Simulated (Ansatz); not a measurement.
cis-NiBr2(NH3)2 (NiBr₂N₂H₆) was relaxed with PBE-D4 (def2-SVP) in Ansatz in these states: charge +1 doublet, neutral singlet, neutral triplet. The geometries follow in no particular order.

A:

```xyz
11

Ni    0.774   -0.330   -0.083
Br    1.209   -1.308    2.009
Br    1.399    0.193   -2.287
N     0.364    1.545    0.587
H     0.153    1.536    1.596
H    -0.382    2.049    0.088
H     1.221    2.102    0.455
N    -0.963   -1.289   -0.524
H    -0.772   -2.299   -0.451
H    -1.248   -1.094   -1.495
H    -1.757   -1.105    0.104
```

B:

```tsv
atom	x (Å)	y (Å)	z (Å)
Ni1	0.627	-0.088	-0.494
Br2	2.862	0.481	-0.336
Br3	0.866	-1.007	-2.602
N4	-1.265	-0.557	-0.628
H5	-1.912	0.245	-0.686
H6	-1.634	-1.195	0.094
H7	-1.303	-1.051	-1.543
N8	0.423	0.676	1.292
H9	1.372	1.059	1.476
H10	0.221	-0.008	2.038
H11	-0.257	1.445	1.391
```

C:

| atom | x (Å) | y (Å) | z (Å) |
| --- | --- | --- | --- |
| Ni1 | 0.109 | -0.640 | -0.576 |
| Br2 | -0.801 | -1.147 | -2.580 |
| Br3 | 1.418 | -2.478 | -0.681 |
| N4 | 0.904 | -0.200 | 1.197 |
| H5 | 0.229 | -0.260 | 1.977 |
| H6 | 1.345 | 0.732 | 1.253 |
| H7 | 1.646 | -0.893 | 1.401 |
| N8 | -1.038 | 0.986 | -0.489 |
| H9 | -1.672 | 0.981 | -1.307 |
| H10 | -0.502 | 1.868 | -0.543 |
| H11 | -1.637 | 1.050 | 0.351 |

Problem. Judge from the bond lengths which geometry belongs to which state (an estimate).

Solution. A is the neutral triplet (Ni1–Br2 2.350 Å, Ni1–Br3 2.350 Å, Ni1–N8 2.032 Å); B is the neutral singlet (Ni1–Br2 2.312 Å, Ni1–Br3 2.312 Å, Ni1–N8 1.954 Å); C is the charge +1 doublet (Ni1–Br2 2.258 Å, Ni1–Br3 2.258 Å, Ni1–N8 1.992 Å).

The name describes the singlet; other states may take another shape.
